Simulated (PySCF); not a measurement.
Stepwise substitution at one centre (B H-OH). All species are isolated molecules in the gas phase. One relaxed conformer stands for each flexible species; it need not be the lowest. Strings in code marks are SMILES.

The S1 excitation (TDA) from two functionals at the same geometries (PBE0-D4/def2-TZVP), both in PySCF: PBE-D3(BJ)/def2-TZVP and PBE0-D4/def2-TZVP. Excitations are Tamm–Dancoff values on a coarser integration grid. The basis has no diffuse functions, so Rydberg states are missing or too high.

```tsv
species	PBE-D3(BJ)/def2-TZVP (eV)	PBE0-D4/def2-TZVP (eV)
1 of 3 H replaced by OH (`BO`)	6.15	6.50
2 of 3 H replaced by OH	7.88	8.72
3 of 3 H replaced by OH (`OB(O)O`)	6.76	7.91
```

Over these rows, drawn at random from the members with no instability flagged (it was tested for open shells, ions and some series alone), PBE minus PBE0-D4: mean -0.78 eV, from -1.15 eV to -0.35 eV.
